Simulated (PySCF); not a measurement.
**Nonlinear optical response: `[C-]#[N+]c1ccc([Se]C)o1`, C6H5NOSe**

Geometry:
| atom | x (Å) | y (Å) | z (Å) |
| --- | --- | --- | --- |
| C1 | -4.200 | 0.470 | 0.514 |
| N2 | -3.027 | 0.444 | 0.395 |
| C3 | -1.684 | 0.433 | 0.260 |
| C4 | -0.746 | 1.426 | 0.298 |
| C5 | 0.509 | 0.783 | 0.088 |
| C6 | 0.230 | -0.552 | -0.060 |
| Se7 | 1.274 | -2.084 | -0.367 |
| C8 | 2.978 | -1.164 | -0.414 |
| O9 | -1.096 | -0.770 | 0.044 |
| H10 | -0.940 | 2.483 | 0.456 |
| H11 | 1.488 | 1.254 | 0.052 |
| H12 | 3.174 | -0.669 | 0.546 |
| H13 | 3.001 | -0.440 | -1.238 |
| H14 | 3.738 | -1.937 | -0.587 |

Theory: quadratic response CAM-B3LYP/aug-cc-pVDZ first hyperpolarisability, Taylor convention, gas phase (PySCF). Geometry: PBE0-D3(BJ)/def2-SVP.

The calculation is non-relativistic, which matters for the atoms heavier than Zn.

Q: Give β for the processes computed.

A: In au, Taylor convention; the vector part is βᵢ = ⅓ Σⱼ (βᵢⱼⱼ + βⱼᵢⱼ + βⱼⱼᵢ); β∥ is 3/5 of the vector part along the dipole, the dipole points from − to +:
| process | λ (nm) | β vector norm | β∥ | β HRS | depolarisation ratio |
| --- | --- | --- | --- | --- | --- |
| static β(0;0,0) | ∞ | 955.5 | 536.8 | 411.2 | 4.43 |
| second harmonic β(−2ω;ω,ω) | 1907 | 1068.4 | 597.9 | 459.1 | 4.47 |
| Pockels β(−ω;ω,0) | 1907 | 990.9 | 556.0 | – | – |
| second harmonic β(−2ω;ω,ω) | 1064 | 1410.0 | 781.2 | 603.6 | 4.55 |
| Pockels β(−ω;ω,0) | 1064 | 1077.2 | 602.6 | – | – |

Q: Which lowest excitations, dipole and polarisabilities go with it?

A: S1 4.48 eV (f = 0.000); S2 4.72 eV (f = 0.453); S3 5.19 eV (f = 0.006); dipole 5.51 D; isotropic α 114.4 au static, 115.0 au at 1907 nm, 116.4 au at 1064 nm, 116.9 au at 953.5 nm, 123.6 au at 532 nm.
